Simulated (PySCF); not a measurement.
## Computed structure and properties of [Ce(NH3)4]3+

System: [Ce(NH3)4]3+ (singlet in the valence; each metal's 4f electrons, 1 of them, lie in its core potential, out of spins and levels; a saddle point, relaxed within its symmetry); start: template (C2v). Method: PySCF 2.14.0, RKS PBE, Ce lcecp-1-SVP with ECP47, N def2-SVP, H def2-SVP; non-relativistic Hamiltonian with scalar-relativistic core potentials where named; density fitting; no spin-orbit coupling.

Input of the relaxation:

```python
mol = gto.M(atom='''
Ce    -0.00000     0.00000     0.00000
N      1.50540     1.50540     1.50540
H      1.35180     1.35180     2.50200
H      2.50200     1.35180     1.35180
H      1.35180     2.50200     1.35180
N     -1.50540    -1.50540     1.50540
H     -1.35180    -1.35180     2.50200
H     -2.50200    -1.35180     1.35180
H     -1.35180    -2.50200     1.35180
N      1.50540    -1.50540    -1.50540
H      2.11860    -2.11860    -0.96840
H      0.96840    -2.11860    -2.11860
H      2.11860    -0.96840    -2.11860
N     -1.50540     1.50540    -1.50540
H     -2.11860     2.11860    -0.96840
H     -0.96840     2.11860    -2.11860
H     -2.11860     0.96840    -2.11860''',
    basis={'Ce': 'lcecp-1-SVP', 'N': 'def2-SVP', 'H': 'def2-SVP'},
    ecp={'Ce': 'lcecp-1-SVP'},
    charge=3, spin=0)
mf = dft.RKS(mol, xc='PBE')
mf.grids.atom_grid = (50, 194)  # f atoms: unpruned, at least (60, 302)
mf = mf.density_fit()  # fitting sets: Ce AutoAux, N def2-universal-JKFIT, H def2-universal-JKFIT
mf.conv_tol = 1e-08; mf.max_cycle = 55
mf.kernel(dm0)  # dm0: converged density of the start geometry
# quasi-Newton relaxation in Cartesian coordinates to a largest gradient under 0.00045 Eh/bohr, steps kept in the point group
```

Run from Python with OMP_NUM_THREADS=4; the lines above give its settings. Where DIIS fails, smearing, a level shift and second-order steps follow.
It took 33 s on 4 threads of Arm Neoverse V2 (shared host), from the converged density of the start.

Course of the relaxation:

```tsv
step	energy above end (eV)	largest force component within the symmetry (eV/Å)
0	0.1756	0.951
1	0.0273	0.305
2	0.0025	0.067
3	0.0001	0.024
4	0.0000	0.011
5	0.0000	0.010
```

Relaxed geometry (C2v):

```xyz
17

Ce    0.0000    0.0000    0.0028
N     1.4892    1.4892    1.4882
H     1.3670    1.3670    2.5164
H     2.5168    1.3650    1.3631
H     1.3650    2.5168    1.3631
N    -1.4892   -1.4892    1.4882
H    -1.3670   -1.3670    2.5164
H    -2.5168   -1.3650    1.3631
H    -1.3650   -2.5168    1.3631
N     1.4884   -1.4884   -1.4878
H     2.1325   -2.1325   -0.9806
H     0.9798   -2.1314   -2.1318
H     2.1314   -0.9798   -2.1318
N    -1.4884    1.4884   -1.4878
H    -2.1325    2.1325   -0.9806
H    -0.9798    2.1314   -2.1318
H    -2.1314    0.9798   -2.1318
```

```
      contact      Å
 Ce1–N2 (NH3)  2.577
 Ce1–N6 (NH3)  2.577
Ce1–N10 (NH3)  2.579
Ce1–N14 (NH3)  2.579
```

On the finer grid (75, 302):

```json
{
  "HOMO": "-21.32 eV",
  "LUMO": "-15.41 eV",
  "Dipole about the centre of mass": "0.00 D",
  "Set of Mulliken populations of Ce1 outside the core potential": "s 2.25, p 6.18, d 0.97, f 0.03",
  "D3(BJ) dispersion energy (not in the energies)": "-0.294 eV"
}
```

```tsv
atom	Mulliken (e)	Löwdin (e)	spin (e)
Ce1	1.56	1.25	0.00
N2	-0.34	-0.03	0.00
H3	0.23	0.16	0.00
H4	0.23	0.16	0.00
H5	0.23	0.16	0.00
N6	-0.34	-0.03	0.00
H7	0.23	0.16	0.00
H8	0.23	0.16	0.00
H9	0.23	0.16	0.00
N10	-0.33	-0.03	0.00
H11	0.23	0.16	0.00
H12	0.23	0.16	0.00
H13	0.23	0.16	0.00
N14	-0.33	-0.03	0.00
H15	0.23	0.16	0.00
H16	0.23	0.16	0.00
H17	0.23	0.16	0.00
```

The 4f levels lie in the core potential and are missing. Their spin isn't counted.

On the grid (50, 194), as all that follows. Harmonic modes: 4 unstable, so a saddle point once the symmetry is let go (counted below −25 cm⁻¹); lowest -76 cm⁻¹ (negative: unstable), highest 3351 cm⁻¹, zero-point energy 3.982 eV.

Taking off one NH3 (charge 0, singlet; the rest: singlet) in vacuum, both parts rigid, costs 3.26 eV; the small basis without counterpoise inflates it. Parting with an electron moved from the ligand to the metal can be far cheaper, even downhill.

Rigid scan of NH3 along the line from its metal:

(distance to N2 (Å), energy (eV)): (2.28, 0.373), (2.38, 0.145), (2.48, 0.032), (2.58, 0.000), (2.68, 0.025), (2.78, 0.088), (2.98, 0.282)

One start shape was tried, so this needn't be the lowest isomer.

An lcecp potential fixes the number of 4f electrons, so in runs with it no electron can move into or out of that shell.
